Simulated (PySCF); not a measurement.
**Two probes of the same atoms: core binding energy and nuclear shielding**

Compound: C6H10OSi2.
SMILES with atom numbers: `[SiH3:1]/[CH:2]=[CH:3]\[SiH2:4][c:5]1[cH:6][cH:7][cH:8][o:9]1`

Binding energies: PySCF 2.14.0, delta-SCF UKS SCAN, pcX-2 on the ionised atom, pcseg-1 elsewhere, spin-free X2C. Shieldings: GIAO B3LYP/pcSseg-1, non-relativistic, same geometry.

```csv
atom,isotropic shielding (ppm)
C2,23.5
C3,22.4
C5,22.4
C6,43.7
C7,62.4
C8,25.0
```

Q: What are the C 1s binding energies of these atoms?

A: 
```json
{"atom": "C3", "environment": "alkene CH carbon", "C 1s (eV)": "289.91", "isotropic shielding (ppm)": "22.4"}
{"atom": "C2", "environment": "alkene CH carbon", "C 1s (eV)": "289.96", "isotropic shielding (ppm)": "23.5"}
{"atom": "C6", "environment": "aromatic CH carbon", "C 1s (eV)": "290.30", "isotropic shielding (ppm)": "43.7"}
{"atom": "C7", "environment": "aromatic CH carbon", "C 1s (eV)": "290.39", "isotropic shielding (ppm)": "62.4"}
{"atom": "C5", "environment": "substituted aromatic carbon", "C 1s (eV)": "290.99", "isotropic shielding (ppm)": "22.4"}
{"atom": "C8", "environment": "aromatic CH next to a ring oxygen", "C 1s (eV)": "291.52", "isotropic shielding (ppm)": "25.0"}
```

Over these 6 sites the two quantities correlate at r = -0.14. By binding energy: C3 < C2 < C6 < C7 < C5 < C8. By shielding: C3 ≈ C5 < C2 < C8 < C6 < C7.

One conformer (not necessarily the lowest) at the PBE0-D3(BJ)/def2-SVP geometry, without solvent, vibrations or thermal averaging.

Conformer computed: `[SiH3:1]/[CH:2]=[CH:3]\[SiH2:4][c:5]1[cH:6][cH:7][cH:8][o:9]1`: C2–C3–Si4–C5 31°, C3–Si4–C5–C6 -118°.
